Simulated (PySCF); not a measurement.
**Input and output**

[PbCl5]− (singlet). PySCF 2.14.0, RKS PBE0, Pb def2-SVP with ECP60, Cl def2-SVP; non-relativistic Hamiltonian with scalar-relativistic core potentials where named; density fitting; no spin-orbit coupling. Purpose: singlet excitations, Tamm-Dancoff PBE0.

```python
mol = gto.M(atom='''
Pb    -0.00000    -0.00000    -0.02695
Cl     0.00000     0.00000     2.48678
Cl     2.49250    -0.00000    -0.59062
Cl     0.00000     2.49250    -0.59062
Cl    -2.49250     0.00000    -0.59062
Cl    -0.00000    -2.49250    -0.59062''',
    basis={'Pb': 'def2-SVP', 'Cl': 'def2-SVP'},
    ecp={'Pb': 'def2-SVP'},
    charge=-1, spin=0)
mf = dft.RKS(mol, xc='PBE0')
mf.grids.atom_grid = (50, 194)
mf = mf.density_fit()  # fitting sets: Pb def2-universal-JKFIT, Cl def2-universal-JKFIT
mf.conv_tol = 1e-08; mf.max_cycle = 55
mf.kernel(dm0)  # dm0: converged density of the relaxed state
td = mf.TDA(); td.nstates = 8; td.kernel()
```

Run from Python with OMP_NUM_THREADS=2; the lines above give its settings. Where DIIS fails, smearing, a level shift and second-order steps follow.
It took 36 s on 2 threads of Arm Neoverse V1 (shared host), from an already converged density.

Task: Where do the frontier levels lie, over both spins?

Result: HOMO -4.13 eV, LUMO -0.72 eV. 

Task: What does the SCF print?

Result: 
```
init E= -2492.63397648914
cycle= 1 E= -2492.63881946441  delta_E= -0.00484  |g|= 0.0375  |ddm|= 0.342
cycle= 2 E= -2492.63848109573  delta_E= 0.000338  |g|= 0.0508  |ddm|= 0.125
cycle= 3 E= -2492.63927578472  delta_E= -0.000795  |g|= 0.0022  |ddm|= 0.0788
cycle= 4 E= -2492.63927701196  delta_E= -1.23e-06  |g|= 0.000862  |ddm|= 0.00391
cycle= 5 E= -2492.6392771922  delta_E= -1.8e-07  |g|= 0.000186  |ddm|= 0.00121
cycle= 6 E= -2492.6392772006  delta_E= -8.41e-09  |g|= 9.92e-05  |ddm|= 0.000401
Extra cycle  E= -2492.63927719819  delta_E= 2.42e-09  |g|= 0.000131  |ddm|= 0.000374
converged SCF energy = -2492.63927719819
```

Task: What are the Mulliken charges and spins?

Result: 
| atom | charge (e) | spin (e) |
| --- | --- | --- |
| Pb1 | 0.827 | 0.000 |
| Cl2 | -0.352 | 0.000 |
| Cl3 | -0.369 | 0.000 |
| Cl4 | -0.369 | 0.000 |
| Cl5 | -0.369 | 0.000 |
| Cl6 | -0.369 | 0.000 |

Task: Which singlet excitations follow (Tamm-Dancoff, 8 states)?

Result: 
```
state    eV  oscillator strength
    1  2.17               0.0000
    2  2.64               0.0000
    3  2.64               0.0090
    4  2.64               0.0090
    5  2.82               0.0088
    6  2.82               0.0087
    7  3.12               0.0248
    8  3.25               0.0147
```
For an anion in a basis without diffuse functions, states above the detachment energy aren't bound: they are resonances at best, or continuum confined by the basis.
Functionals without range separation put charge-transfer states too low; the basis has no diffuse functions.

The geometry was relaxed with BP86 (Pb def2-SVP with ECP60, Cl def2-SVP).
